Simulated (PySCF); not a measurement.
Precursor series Ti Cl-NH2. Isolated molecules, 0 K electronic values unless said otherwise. One relaxed conformer stands for each flexible species; it need not be the lowest.

Method: PySCF with B3LYP-D3(BJ)/def2-TZVP // r2SCAN-D4/def2-SVP. B3LYP has the VWN-RPA correlation part, as in Gaussian. 

```json
[
 {"species": "0 of 4 Cl replaced by NH2 ([Ti(Cl)4])", "charge on the central atom (Mulliken) (e)": "?", "mean distance from the central atom to its bonded neighbours (Å)": "2.167"},
 {"species": "1 of 4 Cl replaced by NH2", "charge on the central atom (Mulliken) (e)": "1.18", "mean distance from the central atom to its bonded neighbours (Å)": "2.101"},
 {"species": "2 of 4 Cl replaced by NH2 ([Ti(Cl)2(NH2)2])", "charge on the central atom (Mulliken) (e)": "1.28", "mean distance from the central atom to its bonded neighbours (Å)": "2.033"},
 {"species": "3 of 4 Cl replaced by NH2 ([Ti(Cl)(NH2)3])", "charge on the central atom (Mulliken) (e)": "1.42", "mean distance from the central atom to its bonded neighbours (Å)": "?"},
 {"species": "4 of 4 Cl replaced by NH2 ([Ti(NH2)4])", "charge on the central atom (Mulliken) (e)": "1.62", "mean distance from the central atom to its bonded neighbours (Å)": "1.891"}
]
```

Complete the blanks.


- 0 of 4 Cl replaced by NH2 ([Ti(Cl)4]), charge on the central atom (Mulliken) (e): 1.08
- 3 of 4 Cl replaced by NH2 ([Ti(Cl)(NH2)3]), mean distance from the central atom to its bonded neighbours (Å): 1.963
